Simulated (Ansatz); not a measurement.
`Oc1cc2c3ccccc3c3c4ccccc4c4ccccc4c3c2c2ccccc12` was relaxed with PBE-D4 (def2-SVP) in Ansatz in these states: charge -1 doublet, neutral singlet. The geometries follow in no particular order.

Single mean-field runs in def2-SVP are fitted with def2-universal-jkfit.

A:

Cartesian coordinates in Å:
```
O 0.353 4.241 -3.473
C 0.309 3.161 -2.617
C 0.513 3.286 -1.248
C 0.395 2.188 -0.353
C 0.598 2.357 1.092
C 0.766 3.632 1.676
C 1.003 3.808 3.047
C 1.046 2.671 3.876
C 0.875 1.398 3.333
C 0.665 1.183 1.933
C 0.390 -0.119 1.373
C 0.660 -1.378 2.040
C 1.690 -1.537 3.017
C 1.977 -2.772 3.602
C 1.258 -3.921 3.225
C 0.267 -3.803 2.240
C -0.055 -2.565 1.643
C -1.114 -2.441 0.634
C -2.095 -3.442 0.451
C -3.099 -3.332 -0.516
C -3.149 -2.169 -1.316
C -2.203 -1.163 -1.151
C -1.146 -1.264 -0.194
C -0.217 -0.179 0.055
C 0.044 0.901 -0.865
C 0.069 0.727 -2.318
C 0.134 -0.554 -2.930
C 0.117 -0.716 -4.314
C 0.045 0.417 -5.162
C 0.065 1.691 -4.610
C 0.120 1.873 -3.196
H 0.499 5.031 -2.921
H 0.758 4.284 -0.853
H 0.699 4.527 1.040
H 1.130 4.819 3.464
H 1.188 2.782 4.963
H 0.841 0.535 4.010
H 2.315 -0.670 3.272
H 2.792 -2.845 4.341
H 1.485 -4.901 3.672
H -0.265 -4.708 1.909
H -2.082 -4.326 1.108
H -3.853 -4.127 -0.630
H -3.953 -2.041 -2.059
H -2.279 -0.248 -1.754
H 0.199 -1.439 -2.284
H 0.170 -1.728 -4.745
H 0.008 0.289 -6.256
H 0.066 2.587 -5.248
```

B:

```xyz
49

O    -4.5040   -1.0425    2.9113
C    -3.3546   -0.7978    2.2267
C    -2.5903   -1.7955    1.6534
C    -1.4251   -1.5028    0.8810
C    -0.6185   -2.5689    0.3010
C    -1.0310   -3.9260    0.3364
C    -0.2607   -4.9434   -0.2178
C     0.9504   -4.6227   -0.8649
C     1.3851   -3.3020   -0.9091
C     0.6419   -2.2456   -0.3081
C     1.0293   -0.8516   -0.4601
C     2.3662   -0.4129   -0.8554
C     3.5265   -1.1772   -0.5497
C     4.8063   -0.7130   -0.8461
C     4.9763    0.5449   -1.4580
C     3.8596    1.3336   -1.7258
C     2.5488    0.8888   -1.4260
C     1.3729    1.7154   -1.6734
C     1.4075    2.8435   -2.5314
C     0.2657    3.5995   -2.7836
C    -0.9620    3.2255   -2.1978
C    -1.0198    2.1275   -1.3455
C     0.1405    1.3643   -1.0378
C     0.0497    0.1413   -0.2381
C    -1.0519   -0.1491    0.6646
C    -1.7169    0.8820    1.4505
C    -1.1846    2.1940    1.6198
C    -1.8427    3.1569    2.3745
C    -3.0729    2.8594    3.0082
C    -3.5881    1.5729    2.9277
C    -2.9097    0.5683    2.1862
H    -4.6814   -2.0010    2.8850
H    -2.9035   -2.8397    1.7997
H    -1.9943   -4.1876    0.7945
H    -0.6126   -5.9853   -0.1761
H     1.5423   -5.4088   -1.3578
H     2.2955   -3.0636   -1.4727
H     3.4167   -2.1283   -0.0128
H     5.6825   -1.3214   -0.5749
H     5.9845    0.9193   -1.6912
H     4.0021    2.3380   -2.1487
H     2.3470    3.1087   -3.0367
H     0.3168    4.4646   -3.4620
H    -1.8803    3.7868   -2.4274
H    -1.9861    1.8228   -0.9234
H    -0.2219    2.4456    1.1583
H    -1.3931    4.1552    2.4871
H    -3.5981    3.6321    3.5898
H    -4.5102    1.2961    3.4571
```

Judge from the bond lengths which geometry belongs to which state (an estimate).

A is the charge -1 doublet (C11–C24 1.453 Å, O1–C2 1.379 Å, C23–C24 1.451 Å); B is the neutral singlet (C11–C24 1.412 Å, O1–C2 1.360 Å, C23–C24 1.464 Å).

At PBE-D4/def2-SVP the highest occupied level of the relaxed charge -1 doublet lies above zero (up to 0.83 eV). By energy differences its removal costs 0.70 eV (each at its own geometry, to the charge 0 singlet, at PBE0-D4/def2-TZVP).
